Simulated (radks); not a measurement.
The numbers below are computed, except where a source is named.
Question: These are the eigenvalues of the occupied orbitals of an atom or ion with whole-number occupations (eV). Level of theory: scalar-relativistic Kohn-Sham, PBE, spin-unpolarised, spherical densities, point nucleus (a radial shooting solver on a logarithmic mesh with Libxc functionals).

orbital  eigenvalue
1s        -25052.22
2s        -4400.649
2p        -4039.787
3s        -1401.520
3p        -1283.115
3d        -1108.451

Which element is it, and in what charge state? The configuration may be excited.

Answer: Z = 46, palladium, charge +23: Pd23+ in [Ar] 3d5. The list shows which subshells hold electrons but not how many an open one holds; the 1s level, -920.65 hartree, gives Z - s = 42.9 by -(Z - s)^2/2, which with screening and relativity narrows Z to a few neighbours, and the depths of the outer levels then fix element, charge and occupations together.
